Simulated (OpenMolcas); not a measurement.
**Co III: effect of the active space**

```yaml
Program: OpenMolcas
Method: CASSCF or its RAS form
Basis: ANO-RCC-VDZP
Scalar_Hamiltonian: DKH2, point nucleus
Spin-orbit_coupling: RASSI with atomic mean-field integrals over the reference wave functions, term energies averaged over their components
```

A. 7 electrons in 5 orbitals (3d); 2S+1 = 4 even, 10 roots; 2S+1 = 2 even, 40 roots; cost roughly 10 core-seconds
B. 7 electrons in 6 orbitals (3d 4s); 2S+1 = 6 even, 5 roots; 2S+1 = 4 even, 50 roots; 2S+1 = 2 even, 103 roots; cost roughly 70 core-seconds
C. 7 electrons in 9 orbitals (RAS2 3d 4s; RAS3 4p, at most 2 electrons); 2S+1 = 4 even, 60 roots; 2S+1 = 6 even, 5 roots kept (CI in the orbitals of an earlier block); 2S+1 = 2 even, 83 roots kept (CI in the orbitals of an earlier block); 2S+1 = 4 odd, 78 roots (48 in the spin-orbit step); 2S+1 = 6 odd, 15 roots kept (CI in the orbitals of an earlier block); 2S+1 = 2 odd, 27 roots kept (CI in the orbitals of an earlier block, 9 in the spin-orbit step); cost roughly 6 core-minutes

Energies in cm-1 above 3d7 4F 9/2, the measured ground level; measured values from Sugar and Corliss, J. Phys. Chem. Ref. Data 10, 1097 (1981).

| Level | A | B | C | Measured |
| --- | --- | --- | --- | --- |
| 3d7 4F 9/2 | 0.0 | 0.0 | 0.0 | 0.0 |
| 3d7 4F 7/2 | 856 | 951 | 939 | 841 |
| 3d7 4F 5/2 | 1488 | 1636 | 1630 | 1451 |
| 3d7 4F 3/2 | 1922 | 2100 | 2105 | 1867 |
| 3d7 2G 9/2 | 19032 | 13095 | 20281 | 16978 |
| 3d7 4P 5/2 | 19092 | 20215 | 20212 |  |
| 3d7 4P 3/2 [73 %] | 19385 | 21261 | 20528 |  |
| 3d7 4P 1/2 [74 %] | 19783 | 21589 | 20969 |  |
| 3d7 2G 7/2 | 19846 | 13949 | 21180 | 17766 |
| 3d7 2P 3/2 [73 %] | 25170 | 18779 | 26640 |  |
| 3d7 2H 11/2 | 25305 | 19649 | 27102 | 22720 |
| 3d7 2P 1/2 [74 %] | 26021 | 19900 | 27589 |  |
| 3d7 2H 9/2 | 26023 | 20420 | 27897 | 23434 |
| 3d7 2D 5/2(1) | 27398 | 21961 | 28979 | 23059 |
| 3d7 2D 3/2(1) | 28663 | 23335 | 30400 | 24237 |
| 3d7 2F 5/2 | 43803 | 39043 | 46690 | 37021 |
| 3d7 2F 7/2 | 44159 | 39425 | 47085 | 37316 |

Deviations, from unrounded energies. A percentage is the sum of absolute deviations over the sum of measured energies, with the sign that they share, or ± where signs differ.

```csv
Against measurement,Levels,A,B,C
mean absolute deviation (cm-1),11,2900,1900,4300
fine structure of the ground term (%),3,+2.6,+12.7,+12.4
other terms of the ground configuration (%),8,+15.7,±9.8,+23.2
```

B lies closest to measurement on these levels and C furthest from it. The largest miss of B in the table is 3d7 2G 9/2, by -3900 cm-1. The ranking rests on the paired levels alone, and a cruder setting can come out closer through cancelling errors.

Among A to C the level of the table that moves most is 3d7 2P 3/2 [73 %], by 7900 cm-1 (lowest in B, highest in C).

Without dynamic correlation excited terms often stand tens of per cent too high (terms of higher spin than the ground term too low), and those without a measured partner can miss by more than the paired ones. Some high roots are left out of the spin-orbit mixing, which shifts the levels that they would mix with (holds for C). Terms from blocks run as CI alone lack orbitals of their own (holds for C). Measured partners are found by configuration, term and J. A level has none where our copy of the source lacks it or the pairing is in doubt (some pairs that miss far off the trend of their configuration count as doubtful), and it then counts in no deviation. Levels of configurations outside the active space are missing. The table leaves out levels that lie high or whose names do not pair safely across all columns.

A share in square brackets marks a mixed level and gives the weight of the term that names it, the lowest over the columns. A number in round brackets counts repeated terms of one configuration in the order of the reference energies.
